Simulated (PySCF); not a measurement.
## How the method moves the HOMO and LUMO of `CC#C[SiH2]C`

C4H8Si.
Cartesian coordinates in Å at the PBE0-D3(BJ)/def2-SVP level; atoms count from 1:
```xyz
13
C4H8Si angstrom
C      2.846   -0.980    0.225
C      1.556   -0.321    0.310
C      0.474    0.237    0.380
Si    -1.165    1.050    0.461
C     -2.429    0.093   -0.543
H      3.205   -1.278    1.223
H      2.789   -1.886   -0.398
H      3.601   -0.312   -0.219
H     -1.038    2.446   -0.062
H     -1.593    1.131    1.892
H     -2.129    0.050   -1.601
H     -3.418    0.571   -0.481
H     -2.518   -0.938   -0.168
```

Basis pcSseg-2 throughout (PySCF), one geometry. Geometry: PBE0-D3(BJ)/def2-SVP; no solvent, vibrations or thermal averaging.

**Question.** How do the orbital energies, the gap and the dipole change with the method?

**Answer.** 
| method | kind | HOMO (eV) | LUMO (eV) | gap (eV) | μ (D) | SCF cycles |
| --- | --- | --- | --- | --- | --- | --- |
| BLYP | GGA | -6.22 | -0.64 | 5.59 | 1.44 | 15 |
| B97-D | GGA | -6.33 | -0.64 | 5.69 | 1.45 | 15 |
| OPBE | GGA | -6.35 | -0.66 | 5.70 | 1.47 | 15 |
| KT2 | GGA | -6.37 | -0.80 | 5.58 | 1.44 | 15 |
| PBE | GGA | -6.37 | -0.76 | 5.61 | 1.48 | 15 |
| KT3 | GGA | -6.40 | -0.79 | 5.61 | 1.41 | 15 |
| BP86 | GGA | -6.46 | -0.80 | 5.66 | 1.48 | 15 |
| LDA | LDA | -6.50 | -0.93 | 5.56 | 1.49 | 15 |
| B97-2 | global hybrid | -7.30 | 0.09 | 7.39 | 1.45 | 13 |
| B3LYP | global hybrid | -7.33 | -0.12 | 7.20 | 1.43 | 14 |
| PBE0 | global hybrid | -7.56 | 0.10 | 7.65 | 1.46 | 14 |
| mPW1PW91 | global hybrid | -7.58 | 0.09 | 7.66 | 1.45 | 14 |
| BHandHLYP | global hybrid | -8.60 | 0.89 | 9.49 | 1.41 | 12 |
| CAM-B3LYP | range-separated hybrid | -8.89 | 1.02 | 9.91 | 1.41 | 12 |
| wB97X-D | range-separated hybrid | -9.40 | 1.82 | 11.22 | 1.45 | 13 |
| HF | Hartree–Fock | -10.21 | 2.55 | 12.75 | 1.45 | 11 |
| LC-wPBE | range-separated hybrid | -10.29 | 2.13 | 12.43 | 1.41 | 13 |

The HOMO spans 4.07 eV, from BLYP down to LC-wPBE, and the gap runs from 5.56 eV (LDA) to 12.75 eV (HF). Over the methods BLYP (0 %), B97-D (0 %), OPBE (0 %), KT2 (0 %), PBE (0 %), KT3 (0 %), BP86 (0 %), LDA (0 %), B97-2 (21 %), B3LYP (20 %), PBE0 (25 %), mPW1PW91 (25 %), BHandHLYP (50 %), HF (100 %), a straight line through the gap against the share of exact exchange rises by 0.73 eV for each 10 % (correlation coefficient 0.998). The dipole ranges from 1.41 D (CAM-B3LYP) to 1.49 D (LDA). This basis has no diffuse functions.
